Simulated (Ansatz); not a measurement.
Ansatz (a first-principles code) input (HF/6-31G* with LANL2DZ past Ar): The .json file joins the Basis Set Exchange's 6-31G* for atoms up to Ar and LANL2DZ past it.

Ansatz 0.2 input:
```yaml
crystal:
  periodic: [false, false, false]
  atoms:
    - {symbol: Ge, position_ang: [-1.72569463, 0.07657631, -0.06863113]}
    - {symbol: C, position_ang: [0.22185276, 0.20212383, -0.02172080]}
    - {symbol: C, position_ang: [0.96222412, 1.34890214, -0.16225702]}
    - {symbol: C, position_ang: [2.35389054, 1.08786533, -0.07819428]}
    - {symbol: C, position_ang: [2.70977586, -0.20517394, 0.12000628]}
    - {symbol: S, position_ang: [1.26429492, -1.18193430, 0.21250977]}
    - {symbol: H, position_ang: [-2.26387552, -0.48152683, 1.25342329]}
    - {symbol: H, position_ang: [-2.26822326, 1.49245616, -0.29076200]}
    - {symbol: H, position_ang: [-2.18159514, -0.83676202, -1.21183430]}
    - {symbol: H, position_ang: [0.53705265, 2.32185675, -0.31664696]}
    - {symbol: H, position_ang: [3.68369111, -0.63782135, 0.21485467]}
basis:
  gaussian:
    orbitals: 6-31Gs+LANL2DZ.json
hamiltonian:
  xc: {name: HF}
magnetization: {spin_polarized: true, initial_magnetization: 1}
phonons: {temperatures: {t_min: 298.15, t_max: 298.15, t_step: 100}}
```

Output:

```
Functional definition: HF
integrals: 0.05 GiB planned
1150 factors; integrals over basis functions are off by at most 3.9e-4 eV
mean field: 0.42 GiB planned
mean field evaluation 1: about -15110.5043 eV, gradient 1.8e1 eV
mean field evaluation 2: about -15110.5106 eV, gradient 1.8e1 eV
mean field evaluation 4: about -15113.3763 eV, gradient 4.1e0 eV
mean field evaluation 8: about -15113.5917 eV, gradient 5.9e-1 eV
mean field evaluation 16: about -15113.7440 eV, gradient 6.3e-2 eV
mean field evaluation 32: about -15111.2765 eV, gradient 4.1e0 eV
mean field -15113.74429368 eV, -555.4198583289 hartree, gradient 2.5e-5 eV, S^2 1.184829; 0 other end points of the search recorded, 0 dependent functions left out
the calculation of the forces begins
reference -15113.74429368 eV, -555.4198583289 hartree; 25, 24 occupied and 72, 73 virtual orbitals, 1150 factors
these checks for a lower state are left out or cut short: stability, starts, cluster_reference, orbital_swaps, neighbouring_geometries, increment
integrals: 0.05 GiB planned
1150 factors; integrals over basis functions are off by at most 3.9e-4 eV
mean field: 0.42 GiB planned
mean field -15113.74419718 eV, -555.4198547827 hartree, gradient 2.6e-6 eV, S^2 1.184743; 0 other end points of the search recorded, 0 dependent functions left out
the calculation of the forces begins
reference -15113.74419718 eV, -555.4198547827 hartree; 25, 24 occupied and 72, 73 virtual orbitals, 1150 factors
these checks for a lower state are left out or cut short: stability, starts, cluster_reference, orbital_swaps, neighbouring_geometries, increment
integrals: 0.05 GiB planned
1150 factors; integrals over basis functions are off by at most 3.9e-4 eV
mean field: 0.42 GiB planned
mean field -15113.74419737 eV, -555.4198547894 hartree, gradient 2.6e-6 eV, S^2 1.184915; 0 other end points of the search recorded, 0 dependent functions left out
the calculation of the forces begins
reference -15113.74419737 eV, -555.4198547894 hartree; 25, 24 occupied and 72, 73 virtual orbitals, 1150 factors
these checks for a lower state are left out or cut short: stability, starts, cluster_reference, orbital_swaps, neighbouring_geometries, increment
integrals: 0.05 GiB planned
1150 factors; integrals over basis functions are off by at most 3.9e-4 eV
mean field: 0.42 GiB planned
mean field -15113.74420345 eV, -555.4198550129 hartree, gradient 2.6e-6 eV, S^2 1.184818; 0 other end points of the search recorded, 0 dependent functions left out
the calculation of the forces begins
reference -15113.74420345 eV, -555.4198550129 hartree; 25, 24 occupied and 72, 73 virtual orbitals, 1150 factors
these checks for a lower state are left out or cut short: stability, starts, cluster_reference, orbital_swaps, neighbouring_geometries, increment
integrals: 0.05 GiB planned
1150 factors; integrals over basis functions are off by at most 3.9e-4 eV
mean field: 0.42 GiB planned
mean field evaluation 64: about -15113.7442 eV, gradient 4.4e-5 eV
mean field -15113.74420583 eV, -555.4198551004 hartree, gradient 2.6e-6 eV, S^2 1.184842; 0 other end points of the search recorded, 0 dependent functions left out
the calculation of the forces begins
reference -15113.74420583 eV, -555.4198551004 hartree; 25, 24 occupied and 72, 73 virtual orbitals, 1150 factors
these checks for a lower state are left out or cut short: stability, starts, cluster_reference, orbital_swaps, neighbouring_geometries, increment
integrals: 0.05 GiB planned
1150 factors; integrals over basis functions are off by at most 3.9e-4 eV
mean field: 0.42 GiB planned
mean field -15113.74413992 eV, -555.4198526783 hartree, gradient 2.3e-6 eV, S^2 1.182360; 0 other end points of the search recorded, 0 dependent functions left out
the calculation of the forces begins
reference -15113.74413992 eV, -555.4198526783 hartree; 25, 24 occupied and 72, 73 virtual orbitals, 1150 factors
these checks for a lower state are left out or cut short: stability, starts, cluster_reference, orbital_swaps, neighbouring_geometries, increment
integrals: 0.05 GiB planned
1150 factors; integrals over basis functions are off by at most 3.9e-4 eV
mean field: 0.42 GiB planned
mean field -15113.74414496 eV, -555.4198528635 hartree, gradient 2.6e-6 eV, S^2 1.187303; 0 other end points of the search recorded, 0 dependent functions left out
the calculation of the forces begins
reference -15113.74414496 eV, -555.4198528635 hartree; 25, 24 occupied and 72, 73 virtual orbitals, 1150 factors
these checks for a lower state are left out or cut short: stability, starts, cluster_reference, orbital_swaps, neighbouring_geometries, increment
integrals: 0.05 GiB planned
1150 factors; integrals over basis functions are off by at most 3.9e-4 eV
mean field: 0.42 GiB planned
[...]
integrals: 0.05 GiB planned
1150 factors; integrals over basis functions are off by at most 3.9e-4 eV
mean field: 0.42 GiB planned
mean field evaluation 256: about -15113.7442 eV, gradient 5.6e-2 eV
mean field -15113.74424413 eV, -555.4198565080 hartree, gradient 2.6e-6 eV, S^2 1.184844; 0 other end points of the search recorded, 0 dependent functions left out
the calculation of the forces begins
reference -15113.74424413 eV, -555.4198565080 hartree; 25, 24 occupied and 72, 73 virtual orbitals, 1150 factors
these checks for a lower state are left out or cut short: stability, starts, cluster_reference, orbital_swaps, neighbouring_geometries, increment
integrals: 0.05 GiB planned
1150 factors; integrals over basis functions are off by at most 3.9e-4 eV
mean field: 0.42 GiB planned
mean field -15113.74424362 eV, -555.4198564893 hartree, gradient 2.6e-6 eV, S^2 1.184814; 0 other end points of the search recorded, 0 dependent functions left out
the calculation of the forces begins
reference -15113.74424362 eV, -555.4198564893 hartree; 25, 24 occupied and 72, 73 virtual orbitals, 1150 factors
these checks for a lower state are left out or cut short: stability, starts, cluster_reference, orbital_swaps, neighbouring_geometries, increment
integrals: 0.05 GiB planned
1150 factors; integrals over basis functions are off by at most 3.9e-4 eV
mean field: 0.42 GiB planned
mean field -15113.74428404 eV, -555.4198579746 hartree, gradient 2.5e-6 eV, S^2 1.184817; 0 other end points of the search recorded, 0 dependent functions left out
the calculation of the forces begins
reference -15113.74428404 eV, -555.4198579746 hartree; 25, 24 occupied and 72, 73 virtual orbitals, 1150 factors
these checks for a lower state are left out or cut short: stability, starts, cluster_reference, orbital_swaps, neighbouring_geometries, increment
integrals: 0.05 GiB planned
1150 factors; integrals over basis functions are off by at most 3.9e-4 eV
mean field: 0.42 GiB planned
mean field -15113.74428385 eV, -555.4198579675 hartree, gradient 2.5e-6 eV, S^2 1.184840; 0 other end points of the search recorded, 0 dependent functions left out
the calculation of the forces begins
reference -15113.74428385 eV, -555.4198579675 hartree; 25, 24 occupied and 72, 73 virtual orbitals, 1150 factors
these checks for a lower state are left out or cut short: stability, starts, cluster_reference, orbital_swaps, neighbouring_geometries, increment
integrals: 0.05 GiB planned
1150 factors; integrals over basis functions are off by at most 3.9e-4 eV
mean field: 0.42 GiB planned
mean field evaluation 288: about -15113.7442 eV, gradient 2.9e-6 eV
mean field -15113.74418724 eV, -555.4198544173 hartree, gradient 2.9e-6 eV, S^2 1.184884; 0 other end points of the search recorded, 0 dependent functions left out
the calculation of the forces begins
reference -15113.74418724 eV, -555.4198544173 hartree; 25, 24 occupied and 72, 73 virtual orbitals, 1150 factors
these checks for a lower state are left out or cut short: stability, starts, cluster_reference, orbital_swaps, neighbouring_geometries, increment
integrals: 0.05 GiB planned
1150 factors; integrals over basis functions are off by at most 3.9e-4 eV
mean field: 0.42 GiB planned
mean field -15113.74418563 eV, -555.4198543581 hartree, gradient 1.7e-6 eV, S^2 1.184774; 0 other end points of the search recorded, 0 dependent functions left out
the calculation of the forces begins
reference -15113.74418563 eV, -555.4198543581 hartree; 25, 24 occupied and 72, 73 virtual orbitals, 1150 factors
these checks for a lower state are left out or cut short: stability, starts, cluster_reference, orbital_swaps, neighbouring_geometries, increment
integrals: 0.05 GiB planned
1150 factors; integrals over basis functions are off by at most 3.9e-4 eV
mean field: 0.42 GiB planned
mean field -15113.74427232 eV, -555.4198575440 hartree, gradient 2.8e-6 eV, S^2 1.184842; 0 other end points of the search recorded, 0 dependent functions left out
the calculation of the forces begins
reference -15113.74427232 eV, -555.4198575440 hartree; 25, 24 occupied and 72, 73 virtual orbitals, 1150 factors
these checks for a lower state are left out or cut short: stability, starts, cluster_reference, orbital_swaps, neighbouring_geometries, increment
integrals: 0.05 GiB planned
1150 factors; integrals over basis functions are off by at most 3.9e-4 eV
mean field: 0.42 GiB planned
mean field -15113.74427131 eV, -555.4198575067 hartree, gradient 2.6e-6 eV, S^2 1.184817; 0 other end points of the search recorded, 0 dependent functions left out
the calculation of the forces begins
reference -15113.74427131 eV, -555.4198575067 hartree; 25, 24 occupied and 72, 73 virtual orbitals, 1150 factors
these checks for a lower state are left out or cut short: stability, starts, cluster_reference, orbital_swaps, neighbouring_geometries, increment
integrals: 0.05 GiB planned
1150 factors; integrals over basis functions are off by at most 3.9e-4 eV
mean field: 0.42 GiB planned
mean field -15113.74425772 eV, -555.4198570076 hartree, gradient 2.1e-6 eV, S^2 1.184801; 0 other end points of the search recorded, 0 dependent functions left out
the calculation of the forces begins
reference -15113.74425772 eV, -555.4198570076 hartree; 25, 24 occupied and 72, 73 virtual orbitals, 1150 factors
these checks for a lower state are left out or cut short: stability, starts, cluster_reference, orbital_swaps, neighbouring_geometries, increment
integrals: 0.05 GiB planned
1150 factors; integrals over basis functions are off by at most 4.0e-4 eV
mean field: 0.42 GiB planned
mean field evaluation 320: about -15113.7443 eV, gradient 1.9e-6 eV
mean field -15113.74425782 eV, -555.4198570111 hartree, gradient 1.9e-6 eV, S^2 1.184857; 0 other end points of the search recorded, 0 dependent functions left out
the calculation of the forces begins
reference -15113.74425782 eV, -555.4198570111 hartree; 25, 24 occupied and 72, 73 virtual orbitals, 1150 factors
these checks for a lower state are left out or cut short: stability, starts, cluster_reference, orbital_swaps, neighbouring_geometries, increment
integrals: 0.05 GiB planned
1150 factors; integrals over basis functions are off by at most 4.0e-4 eV
mean field: 0.42 GiB planned
mean field -15113.74423701 eV, -555.4198562464 hartree, gradient 1.9e-6 eV, S^2 1.184846; 0 other end points of the search recorded, 0 dependent functions left out
the calculation of the forces begins
reference -15113.74423701 eV, -555.4198562464 hartree; 25, 24 occupied and 72, 73 virtual orbitals, 1150 factors
these checks for a lower state are left out or cut short: stability, starts, cluster_reference, orbital_swaps, neighbouring_geometries, increment
integrals: 0.05 GiB planned
1150 factors; integrals over basis functions are off by at most 3.9e-4 eV
mean field: 0.42 GiB planned
mean field -15113.74423723 eV, -555.4198562545 hartree, gradient 2.1e-6 eV, S^2 1.184814; 0 other end points of the search recorded, 0 dependent functions left out
the calculation of the forces begins
reference -15113.74423723 eV, -555.4198562545 hartree; 25, 24 occupied and 72, 73 virtual orbitals, 1150 factors
Total energy: -15113.74429368 eV, -555.4198583289 hartree
Atom 0 at    -1.725695     0.076576    -0.068631 Å, force    -0.000693     0.000025    -0.000027 eV/Å
Atom 1 at     0.221853     0.202124    -0.021721 Å, force     0.000565    -0.000854     0.000142 eV/Å
Atom 2 at     0.962224     1.348902    -0.162257 Å, force     0.000290     0.000188    -0.000017 eV/Å
Atom 3 at     2.353891     1.087865    -0.078194 Å, force    -0.000557     0.000578    -0.000102 eV/Å
Atom 4 at     2.709776    -0.205174     0.120006 Å, force    -0.000400    -0.000411     0.000046 eV/Å
Atom 5 at     1.264295    -1.181934     0.212510 Å, force     0.000520     0.000186    -0.000009 eV/Å
Atom 6 at    -2.263876    -0.481527     1.253423 Å, force     0.000022     0.000051    -0.000103 eV/Å
Atom 7 at    -2.268223     1.492456    -0.290762 Å, force     0.000056     0.000035    -0.000003 eV/Å
Atom 8 at    -2.181595    -0.836762    -1.211834 Å, force     0.000016     0.000078     0.000085 eV/Å
Atom 9 at     0.537053     2.321857    -0.316647 Å, force     0.000262     0.000153    -0.000013 eV/Å
Atom 10 at     3.683691    -0.637821     0.214855 Å, force    -0.000080    -0.000031     0.000002 eV/Å
Dipole moment:    -0.000583     0.130988    -0.018894 e Å
Vibrations: 73.95 157.52 180.24 310.08 439.63 584.37 595.91 666.34 672.66 730.59 776.18 866.72 920.26 925.57 957.96 975.23 1047.00 1121.14 1276.57 1372.17 1455.82 1555.31 2202.61 2207.72 2220.55 3405.48 3448.19 cm⁻¹, zero-point energy 1.930791 eV
```

The blocks after the first are displaced geometries, from whose forces the wavenumbers follow.

The determinant is spin-contaminated: <S^2> is 1.18 against 0.75 for a pure state.
